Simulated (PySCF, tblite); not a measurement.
Compound: C3H6FO4Si (charge -1).
SMILES: `CO[Si](F)(OC)C(=O)[O-]`

Jobs on this species (15 atoms, 80 electrons) with PySCF (density fitting) and tblite. Hardware of each: one thread, Arm Neoverse N1 (aarch64), no GPU, shared host. Times come from a shared host and carry two figures at best.

Problem. Rank these jobs by wall time, shortest first.
A. CAM-B3LYP/def2-SVPD; 8 singlets by full TDDFT, 3 Tamm–Dancoff triplets, polarisability; 247 basis functions
B. GFN2-xTB; Hessian by finite differences
C. PBE0/pcSseg-1; shieldings, charges and field gradients; 190 basis functions

Solution. B (0.88 s), C (58 s), A (2.3 min).

All jobs:

| level and settings | work | basis functions | SCF cycles | wall time |
| --- | --- | --- | --- | --- |
| GFN2-xTB | Hessian by finite differences | – | – | 0.88 s |
| GFN2-xTB | L-BFGS relaxation | – | – | 1.1 s |
| PBE0/pcSseg-1 | shieldings, charges and field gradients | 190 | 14 | 58 s |
| CAM-B3LYP/def2-SVPD | 8 singlets by full TDDFT, 3 Tamm–Dancoff triplets, polarisability | 247 | 14 | 2.3 min |

Problem. What do all jobs in the table cost together?

Solution. About 3.3 min; the longest takes about 70 % of that, and about 160 times as long as the shortest.
